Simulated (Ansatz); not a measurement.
Which isomer of C2H5ClOSi gives these data?

These gas-phase data were calculated for one isomer of C2H5ClOSi at PBE-D3(BJ)/def2-SVP (harmonic, unscaled wavenumbers; equilibrium rotational constants with average atomic masses):

```
rotational constants            : 7.083, 2.008, 1.867 GHz
all wavenumbers above 1500 cm⁻¹ : 3098, 3029, 3022, 2968, 2194
```

Candidates:

(1) `Cl[Si@@H]1CCO1`, a singlet
(2) `C=C(Cl)O[SiH3]`, a singlet

Question: Assign the data to one candidate and say why.

Answer: Candidate (1). 1 mode lies between 2000 and 2380 cm⁻¹, one for each Si–H bond, while (2) has 3.

The same quantities for all candidates:

```tsv
	rotational constants (GHz)	wavenumbers above 1500 cm⁻¹	E above the lowest, PBE-D3(BJ)/def2-SVP (kcal/mol)
(1)	7.083, 2.008, 1.867	3098, 3029, 3022, 2968, 2194	0.0
(2)	4.807, 2.277, 1.575	3237, 3120, 2218, 2198, 2187, 1675	40.6
```

Harmonic stretches to hydrogen usually lie a few per cent above observed fundamentals. Each candidate is one conformer. Programs: Ansatz 0.2.0.
